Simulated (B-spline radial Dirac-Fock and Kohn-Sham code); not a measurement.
**Neutral vanadium: differential elastic cross section for electrons at 11.4 keV**

The computed values come from a radial atomic solver: relativistic (Dirac) partial waves in the static field of the Dirac-Fock atom with Furness-McCarthy exchange, without polarisation or absorption potentials.

```csv
θ (°),dσ/dΩ (Å²/sr),Sherman function
0,63.7,0.000
0.5,56.8,0.000
1,41.9,0.000
2,18.0,0.000
4,4.47,0.000
8,0.689,0.000
12,0.182,0.000
16,0.0704,0.001
24,0.0183,0.001
32,0.00696,0.000
45,0.00223,-0.004
60,0.000858,-0.012
75,0.000419,-0.021
90,0.000242,-0.029
105,0.000158,-0.035
120,0.000114,-0.036
135,9.00e-05,-0.032
150,7.63e-05,-0.024
165,6.93e-05,-0.013
180,6.72e-05,0.000
```

The total elastic cross section is 0.366 Å², the first transport cross section 0.00593 Å² and the second, weighted with (3/2) sin²θ, 0.0135 Å². The mean deflection is ⟨1 − cos θ⟩ = 0.0162, and 0.22 % of the collisions scatter beyond 90°.
